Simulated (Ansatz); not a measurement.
Basis-set extrapolation for `C=[C]1[O][AlH]1` (PBE0-D4/def2-TZVP geometry, frozen core, Ansatz 0.2.0). Multiplicity 1, RHF reference.

```tsv
	def2-TZVPP	def2-QZVPP
HF	-394.270309	-394.284627
MP2 correlation	-0.625919	-0.670840
CCSD(T) correlation	-0.674775	not run
```

Energies in hartree. Use E(X) = E(∞) + A·exp(−7.88·√X) for Hartree–Fock and E(X) = E(∞) + B·X^(−2.97) for correlation, with X = 3 and 4, and add CCSD(T) minus MP2 of the smaller set to the MP2 limit.

Question: What is the CCSD(T) energy at the basis-set limit?

Answer: HF limit: -394.284627 + (-0.014318) × 0.13774 = -394.28660. MP2 limit: -0.670840 + (-0.044921) × 0.74074 = -0.70411. Higher-order term: -0.674775 − (-0.625919) = -0.04886. Total: -395.03957 hartree, 248.1 kJ/mol below CCSD(T)/def2-TZVPP.
